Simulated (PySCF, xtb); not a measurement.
C5H8Si, SMILES [C@@H]1([SiH3])[C@@H](C1)C#C.

Harmonic wavenumbers (cm⁻¹) from GFN2-xTB (xtb) at its own minimum, in rising order: 62, 113, 166, 234, 263, 446, 452, 536, 566, 650, 661, 688, 775, 786, 793, 820, 876, 963, 990, 1034, 1066, 1080, 1125, 1210, 1298, 1380, 1468, 2242, 2263, 2279, 2283, 3005, 3020, 3074, 3089, 3399.

### Question
What does ωB97X-D3(BJ)/def2-SVP (PySCF) give at its own minimum? (The exact figures need the calculation; the answer reports its results.)

### Answer
91, 149, 185, 251, 280, 517, 534, 589, 680, 706, 734, 745, 798, 861, 943, 957, 967, 976, 1018, 1027, 1095, 1121, 1144, 1214, 1327, 1403, 1495, 2247, 2259, 2267, 2271, 3160, 3180, 3193, 3260, 3486. Paired by order, the mean absolute difference is 57 cm⁻¹ and the zero-point energies are 64.6 and 67.4 kcal/mol.
